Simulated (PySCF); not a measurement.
N,N-disilylmethanamine (CH₉NSi₂), SMILES CN([SiH3])[SiH3].

The structure is a stationary point at ωB97X-D3(BJ)/def2-SVP.

Computed with ωB97X/def2-TZVP (PySCF).

```yaml
total_energy: -677.30235 hartree
point_group: Cs
highest_occupied_level: -9.41 eV
lowest_empty_level: 2.06 eV
orbital_gap: 11.47 eV
dipole_moment: 0.86 D
quadrupole, principal values (traceless, Buckingham form, about the centre of nuclear charge): -1.66, -1.53, 3.19 D·Å
mean_static_polarisability: 71.6 bohr³ (10.61 Å³)
polarisability_principal_values: 64.3, 72.5, 77.9 bohr³
```
